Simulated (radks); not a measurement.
Q: These are the eigenvalues of the occupied orbitals of an atom or ion with whole-number occupations (hartree). All-electron calculation, Dirac Kohn-Sham, relativistic LDA (MacDonald-Vosko exchange, VWN5 correlation), spin-unpolarised, spherical densities, finite nucleus; Fermi nuclear charge, rms radius of each element as measured or else 0.836 A^(1/3) + 0.57 fm. Program: a radial shooting solver on a logarithmic mesh with Libxc functionals.

orbital  eigenvalue
1s1/2     -148.5368
2s1/2     -19.07508
2p1/2     -16.32273
2p3/2     -16.18613
3s1/2      -5.01268
3p1/2      -4.27090

Which element is it, and in what charge state? The configuration may be excited. Open shells, if any, fill j = l - 1/2 first.

A: Z = 20, calcium, charge +6: Ca6+ in [Ne] 3s2 3p2. The list shows which subshells hold electrons but not how many an open one holds; the 1s level, -148.54 hartree, gives Z - s = 17.2 by -(Z - s)^2/2, which with screening and relativity narrows Z to a few neighbours, and the depths of the outer levels then fix element, charge and occupations together.
